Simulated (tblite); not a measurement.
Compound: C5H4FS (doublet state).
SMILES with atom numbers: `[CH2:1]=[CH:2][C:3](=[C:4]=[S:5])[CH:6][F:7]` (hydrogens: H8, H9 on C1; H10 on C2; H11 on C6)

A start from a force field or distance geometry was refined with tblite, GFN2-xTB geometry optimisation, gas phase. Values at the start:

```
 coordinate    start
      C1=C2  1.326 Å
      C1–H8  1.078 Å
      C1–H9  1.088 Å
      C2–C3  1.476 Å
     C2–H10  1.088 Å
      C3=C4  1.295 Å
      C3–C6  1.433 Å
      C4=S5  1.812 Å
      C6–F7  1.347 Å
     C6–H11  1.077 Å
   C1–C2–C3   124.7°
   C2–C3–C4   117.2°
   C2–C3–C6   123.4°
   C3–C4–S5   179.5°
   C3–C6–F7   120.7°
   C4–C3–C6   119.2°
C1–C2–C3–C4    -151°
C2–C3–C6–F7     178°
```

Q: How do these coordinates change at the GFN2-xTB level?

A: 
```tsv
coordinate	GFN2-xTB (Å or °)	change
C4=S5	1.550	-0.262
C3=C4	1.354	+0.059
C3–C6	1.377	-0.056
C1–H9	1.076	-0.012
C2–H10	1.081	-0.007
C6–H11	1.073	-0.004
C2–C3	1.474	-0.002
C1=C2	1.324	-0.002
C1–H8	1.076	-0.002
C6–F7	1.348	+0.001
C4–C3–C6	123.2	+4.0
C3–C4–S5	175.5	-4.0
C2–C3–C6	121.3	-2.1
C2–C3–C4	115.5	-1.7
C1–C2–C3	125.3	+0.6
C3–C6–F7	120.9	+0.2
C1–C2–C3–C4	-162	-11
C2–C3–C6–F7	180	+2
```

The energy falls by 1.284 eV over 65 L-BFGS steps, the largest force on an atom goes from 8.96 to 0.008 eV/Å, and the atoms move by 0.155 Å rms after alignment. The bond that changes most is C4=S5 (ends: carbon bonded to C and S; sulfur bonded to C), which shortens by 0.262 Å. Bonds longer at the end by more than 0.005 Å: 1 of 10; shorter: 4. Among the dihedrals that turn most is C1–C2–C3–C6, from 35° to 19°. Rotational constants go from 2677, 1393, 925.3 to 2752, 1514, 981.6 MHz.

Hardware: Intel Xeon 6975P-C, one thread (shared host). Cost: 0.22 s.

Its GFN2-xTB frequencies are all real (lowest 49 cm⁻¹).

One conformer stands for the species.

All values are computed, not measured.
